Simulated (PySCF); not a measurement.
## Spectroscopy problems

[PySCF 2.14: σ from GIAO-PBE0/pcSseg-1; coordinates at the GFN2-xTB level; no relativistic terms; equivalent nuclei averaged; a single conformation; in vacuum]

Scale: ¹H and ¹³C against TMS (reference shieldings calculated alike). Splittings of carbon signals by F and P are missing where no couplings were computed. Where no couplings were computed, multiplicities follow the n + 1 count of equivalent neighbours, and m marks all less simple cases (inequivalent or close neighbours, rings, F or P nearby). Shifts are as computed. Against solution values, carbons near 30 ppm lie about +3 ppm off and those near 130 ppm about +5 ppm. Of 1211 compounds with measured shifts, 218 miss one by over three times the rms of a fit or turn the order of signals round; such compounds aren't used in these exercises. OH and NH positions are gas-phase values without hydrogen bonding to other molecules.

Problem. C7H13P. ¹H NMR (500 MHz, computed): δ 2.51 (m, 6H), 1.04 (m, 6H), 0.33 (m, 1H). ¹³C{¹H} NMR (computed): δ 133.2, 48.2, 23.0, 15.5. Identify the compound.

Solution. `CC1=C(C)P1C(C)C`. 4 carbon signals for 7 carbons: some carbons are equivalent by symmetry or fast rotation. Carbon types of the structure: 2 × C, 1 × CH, 4 × CH3, which accounts for all hydrogens. δC 133.2: fully substituted alkene carbon; an sp2 carbon of a C=C bond. δC 23.0: methyl carbon; a saturated carbon with 1 carbon neighbour and no heteroatom attached. δC 15.5: allylic methyl carbon; aliphatic region, no heteroatom directly attached. δH 2.51: hydrogen on an allylic methyl carbon; allylic position.

The shifts were computed for this structure.

Problem. CH11O2PSi3. ¹H NMR (400 MHz, computed): δ 5.45 (m, 1H), 5.17 (s, 3H), 4.25 (m, 1H), 2.22 (br s, 1H), 0.85 (m, 2H), 0.41 (m, 3H). ¹³C{¹H} NMR (computed): δ -5.2 (CH3). Identify the compound.

Solution. SMILES C[Si@@H](P)[Si@@H](O)O[SiH3]. Carbon types of the structure: 1 × CH3, leaving 8 H on heteroatoms. δC -5.2: methyl carbon bonded to Si; an electropositive neighbour leaves it electron-rich and shielded. δH 5.17: hydrogen on a silicon bonded to O. δH 2.22: hydrogen on an oxygen bonded to Si; exchangeable, gas-phase position. δH 0.41: hydrogen on a methyl carbon bonded to Si; an electropositive neighbour shields it, as in TMS itself.

The shifts were computed for this structure.

Problem. CH11O2PSi3. ¹H NMR (500 MHz, computed): δ 5.44 (m, 1H), 5.22 (s, 3H), 3.98 (s, 3H), 3.88 (m, 1H), 3.56 (m, 1H), 1.31 (m, 2H). ¹³C{¹H} NMR (computed): δ 53.0 (CH3). What is it?

Solution. `CO[Si@H](O[SiH3])[SiH2]P`. Carbon types of the structure: 1 × CH3, leaving 8 H on heteroatoms. δC 53.0: methyl carbon bonded to O; pulled downfield by the heteroatom. δH 5.44: hydrogen on a silicon bonded to 2 O, Si. δH 3.98: hydrogen on a methyl carbon bonded to O; its carbon carries O, which withdraws density. δH 1.31: hydrogen on a phosphorus bonded to Si.

This is the structure that produced the data.
